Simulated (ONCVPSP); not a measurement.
Before and after: ONCV potential for cobalt (Co)

- Element: Co (Z = 27)
- Generator: ONCVPSP 4.0.1
- Type: optimised norm-conserving Vanderbilt (ONCV)
- Functional: BLYP
- Relativity: fully relativistic
- Frozen core: [Ne]
- Valence charge: 17
- Reference configuration: 3s2 3p6 3d7 4s1.5 (charge +0.5)
- Partial waves: 3s+4s: rc 1.25 bohr, ncon 4, nbas 8, qcut 9.2 1/bohr, 2 projectors; 3p: rc 1.15 bohr, ncon 5, nbas 8, qcut 14 1/bohr, 2 projectors, debl 3.3 Ha; 3d: rc 1.00 bohr, ncon 4, nbas 8, qcut 17.6 1/bohr, local
- Local potential: the d channel
- Core correction: none

Open shells are filled in proportion to 2j + 1.

Change: reference 3s2 3p6 3d7 4s2.

Cutoffs: the cutoffs (Ha) at which the residual kinetic energy of the hardest occupied pseudo-wave falls to 1 and 0.1 mHa per electron; they do not see the model core or the augmentation charge, which bear on the density cutoff. Errors are all-electron minus pseudo energies relative to the spin-unpolarised reference configuration.

What does the change do?

The potential gets neither clearly harder nor softer (105 Ha and 120 Ha → 105 Ha and 120 Ha); neither file shows a bound ghost. In the base the local d channel has no projectors, so it cannot carry the spin–orbit splitting, and the file is wrong for that shell. In the changed file the local d channel has no projectors, so it cannot carry the spin–orbit splitting, and the file is wrong for that shell.

```tsv
quantity	base	changed
cutoff, loose	105 Ha	105 Ha
cutoff, tight	120 Ha	120 Ha
loose cutoff by channel	s 31 Ha, p 51 Ha, d 105 Ha	s 31 Ha, p 51 Ha, d 105 Ha
bound ghosts	none	none
GHOST(+) flags under 300 eV	p3/2 at 179.9 eV, p1/2 at 209.2 eV, s at 281.6 eV	p3/2 at 181.9 eV, p1/2 at 211.7 eV, s at 285.2 eV
largest miss of a reference level, eV	0.12	0.12
largest error over its own tests, meV	+3.5	-7.8
s: phases at 1.27 bohr within 0.05 rad from the reference energy up to (Ha; the scan ends near 5)	to the end of the scan	to the end of the scan
p3/2: phases at 1.16 bohr within 0.05 rad from the reference energy up to (Ha; the scan ends near 5)	4.0	4.2
p1/2: phases at 1.16 bohr within 0.05 rad from the reference energy up to (Ha; the scan ends near 5)	4.2	4.4
d5/2: phases at 1.01 bohr within 0.05 rad from the reference energy up to (Ha; the scan ends near 5)	4.5	4.7
d3/2: phases at 1.01 bohr within 0.05 rad from the reference energy up to (Ha; the scan ends near 5)	4.4	4.6
```

Changed file: These tests converged, but a pseudo level misses the all-electron one widely, so the file describes the atom poorly there or has found another state: 3s2 3p6 3d7 4s0 4p2: empty 4s by 13.7 eV.
